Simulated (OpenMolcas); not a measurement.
Ta3+ (d2) among equal point charges was computed by CASSCF with the d shell active (OpenMolcas, ANO-RCC-VDZP on the metal). Its lowest spin-free states, and all those of the highest spin:

| 2S+1 | Degeneracy | E (cm-1) |
| --- | --- | --- |
| 3 | 1 | 0.0 |
| 3 | 3 | 6074 |
| 3 | 3 | 10161 |
| 1 | 2 | 10195 |
| 1 | 3 | 16174 |
| 1 | 1 | 16634 |
| 3 | 3 | 18418 |
| 1 | 3 | 19580 |
| 1 | 2 | 24421 |
| 1 | 3 | 24728 |
| 1 | 1 | 42878 |

Q: Is the site octahedral, tetrahedral or cube-like, axial, or of lower symmetry?

A: The states with 2S+1 = 3 have orbital degeneracies 1, 3, 3, 3. Threefold states need a cubic site. For d2 at this spin an octahedron puts the threefold T1 below the threefold T2 and a tetrahedron or cube puts the single A2 below the threefold T2, so the site is a tetrahedron or a cube, which this pattern cannot tell apart. The first gap at this spin, 6070 cm-1, is |10Dq| in ligand-field theory. The run had Ta3+ among 8 point charges of -1.2 e arranged as a cube (Oh), 2.44 Å from the ion.

Without dynamic correlation the repulsion within the d shell is too large (B by tens of per cent), so at a given field states of lower spin stand too high. Point charges carry no covalency, so the field is a model and not that of real ligands. No measured value stands beside these numbers.
